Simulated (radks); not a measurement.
All-electron atom: Tc3+ in [Kr] 4d3 7p1 (not the ground configuration).

Method: Dirac Kohn-Sham, BLYP, spin-unpolarised, spherical densities, point nucleus; open shells are shared between the two j in proportion to 2j + 1; computed with a radial shooting solver on a logarithmic mesh with Libxc functionals.

Energy parts (Ry):
total: -8567.45265
kinetic: 8900.44400
electron-nucleus: -20578.56784
Hartree: 3366.06350
exchange-correlation: -255.39232

Orbitals (lengths in bohr, moments of r in powers of bohr; r(max) is where P^2 peaks):
| orbital | occ. | eigenvalue (Ry) | <r> | <r^4> | r(max) |
|---|---|---|---|---|---|
| 1s1/2 | 2 | -1536.543 | 0.03428 | 6.518e-06 | 0.02228 |
| 2s1/2 | 2 | -221.9380 | 0.1492 | 0.001195 | 0.1263 |
| 2p1/2 | 2 | -204.9261 | 0.1271 | 0.0007905 | 0.09812 |
| 2p3/2 | 4 | -196.2297 | 0.1318 | 0.0008901 | 0.1020 |
| 3s1/2 | 2 | -41.26761 | 0.4152 | 0.06037 | 0.3724 |
| 3p1/2 | 2 | -34.73260 | 0.4090 | 0.06187 | 0.3593 |
| 3p3/2 | 4 | -33.27735 | 0.4196 | 0.06823 | 0.3688 |
| 3d3/2 | 4 | -21.71368 | 0.3968 | 0.06870 | 0.3095 |
| 3d5/2 | 6 | -21.43372 | 0.4002 | 0.07090 | 0.3123 |
| 4s1/2 | 2 | -8.45744 | 1.043 | 2.251 | 0.9442 |
| 4p1/2 | 2 | -6.51067 | 1.124 | 3.192 | 0.9972 |
| 4p3/2 | 4 | -6.28103 | 1.151 | 3.503 | 1.021 |
| 4d3/2 | 1.2 | -3.33527 | 1.442 | 9.934 | 1.201 |
| 4d5/2 | 1.8 | -3.30689 | 1.452 | 10.21 | 1.210 |
| 7p1/2 | 0.333333 | -0.62206 | 8.603 | 8682 | 8.928 |
| 7p3/2 | 0.666667 | -0.61580 | 8.630 | 8881 | 8.991 |

The highest occupied level is 7p3/2 at -8.378 eV. The density falls to 0.001 e/bohr^3 at r = 3.05 bohr.
